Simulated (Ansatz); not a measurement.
Gas-phase electronic energies from Ansatz, PBE0-D4/def2-TZVP geometries. CCSD(T)/CBS is the MP2 limit (def2-TZVPP, def2-QZVPP) plus CCSD(T) − MP2 in def2-TZVPP, frozen cores. This one scheme is used for every species. Functionals use def2-TZVPP. One conformer a species, not always the lowest.

`COC(O)[SiH3]` → `COCO` + `[SiH2]`  (silylene formation by 1,1-elimination)

| level | ΔE (eV) | difference from CCSD(T)/CBS |
| --- | --- | --- |
| PBE-D4 | 2.14 | 0.06 |
| PBE0-D4 | 2.19 | 0.11 |
| ωB97M-V | 2.05 | -0.03 |
| B2PLYP | 2.02 | -0.06 |
| PBE | 2.05 | -0.03 |
| HF/def2-TZVPP | 1.81 | -0.27 |
| CCSD/def2-TZVPP | 1.95 | -0.13 |
| MP2/def2-QZVPP | 2.24 | 0.16 |
| SCS-MP2/def2-QZVPP | 2.12 | 0.04 |
| MP2/CBS(def2) | 2.27 | 0.19 |
| CCSD(T)/CBS | 2.08 | 0 |

Largest T1 diagnostic among the species: 0.014.

In def2-TZVPP, CCSD(T) changes the Hartree–Fock value by +0.20 eV (the triples alone add +0.06 eV) and MP2 by +0.38 eV. From PBE to PBE0 (25 % exact exchange), in def2-TZVPP and without D4, ΔE moves by +0.06 eV.

CCSD(T)/CBS has its own doubt, a few kJ/mol and more with outer-core shells, so smaller differences from it don't rank the levels.
